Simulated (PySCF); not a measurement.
Predicted microwave data (CAM-B3LYP/def2-SVPD in PySCF (dipole) on a GFN2-xTB geometry, gas phase) for one isomer of C5H9N3:

- Rotational constants: A = 3177, B = 2014, C = 1369 MHz
- Dipole components: |μa| = 3.19 D, |μb| = 4.10 D, |μc| = 0.38 D
- Inertial defect: -40.74 u·Å²
- κ: -0.29

Task: Which structure is it? (One computed conformer of each.)
A. `[CH3:1][CH2:2][n:3]1[n:4][n:5][cH:6][c:7]1[CH3:8]` with C1–C2–N3–N4 -93°
B. `[CH3:1][CH2:2][c:3]1[cH:4][n:5][n:6][n:7]1[CH3:8]` with C1–C2–C3–C4 -90°
C. `n1c(c(C)n(n1)C)C`

Result: A. It is CCn1nncc1C, an asymmetric top, point group C1. The candidates at the same level (rigid rotor, commonest isotopes):

```tsv
SMILES	A (MHz)	B (MHz)	C (MHz)	μa (D)	μb (D)	μc (D)	Δ (u·Å²)	point group	rotor
Cc1nnn(C)c1C	3432	2035	1309	1.77	4.65	0.01	-9.48	near Cs	asymmetric top
CCn1nncc1C	3177	2014	1369	3.19	4.10	0.38	-40.74	C1	asymmetric top
CCc1cnnn1C	3342	1895	1340	4.76	1.95	0.97	-40.84	C1	asymmetric top
```

`Cc1nnn(C)c1C` has A 8 % too high; `CCc1cnnn1C` has B 6 % too low. No structure here is proved a minimum.
